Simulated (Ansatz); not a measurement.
`[CH3][SbH][SiH3]` + `BrC1O[SiH2]1` → `[SiH3][Si@H]1O[C@@H]1Br` + `[CH3][SbH2]`  (formal exchange of groups at the Si–Sb bond)

Gas-phase electronic energies from Ansatz, PBE0-D4/def2-TZVP geometries. CCSD(T)/CBS adds triple-zeta CCSD(T) − MP2 to the extrapolated MP2 energy (def2 sets, frozen cores). Functionals use def2-TZVPP. B3LYP here is the variant with VWN-RPA as its local correlation; programs differ in this. HSE06 is defined as in plane-wave codes. def2 core potentials past Kr. For Br, Sb outer-core shells are correlated without core-valence functions, which leaves a few kJ/mol of doubt a bond. Scalar relativity is left out up to krypton.

| level | ΔE (kcal/mol) | difference from CCSD(T)/CBS |
| --- | --- | --- |
| BLYP-D4 | 5.8 | -1.6 |
| r2SCAN0-D4 | 6.5 | -0.9 |
| HSE06-D4 | 5.9 | -1.5 |
| ωB97X-V | 6.0 | -1.4 |
| r2SCAN | 5.8 | -1.6 |
| B3LYP | 5.9 | -1.5 |
| LC-ωPBE | 5.6 | -1.8 |
| CCSD(T)/def2-SVP | 6.4 | -1.0 |
| CCSD(T)/def2-TZVPP | 6.1 | -1.3 |
| CCSD/CBS(def2) | 7.6 | 0.2 |
| CCSD(T)/CBS | 7.4 | 0 |

Largest T1 diagnostic among the species: 0.013.

From PBE to PBE0 (25 % exact exchange), in def2-TZVPP and without D4, ΔE moves by +0.8 kcal/mol. Leaving LDA and LC-ωPBE aside and taking each functional with its dispersion term where it has one, the values, not all of them listed here, spread over 3.6 kcal/mol, from B97M-V to BHLYP-D4.
